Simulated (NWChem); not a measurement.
C₃H₃ cation

```xyz
6

C      0.0000     0.0000    -1.3386
C      0.0000     0.0000    -0.1033
C      0.0000     0.0000     1.2447
H      0.0000     0.0000    -2.4259
H      0.0000     0.9468     1.8079
H      0.0000    -0.9468     1.8079
```
Atoms are numbered in this order, from 1.

Computed with NWChem. The geometry was optimised at PBE0/def2-SVP. Level: PBE0/def2-SVP with SMD (1 M gas to 1 M solution), gas-phase geometry. Reactions with the solvent are ignored.

Task: Predict the results for solvent cyclohexanone. Quantities: solvation free energy (kcal/mol); cavity-dispersion-structure term (kcal/mol).

Result: 
```json
{
  "solvation free energy (kcal/mol)": "-63.5",
  "cavity-dispersion-structure term (kcal/mol)": "1.7"
}
```
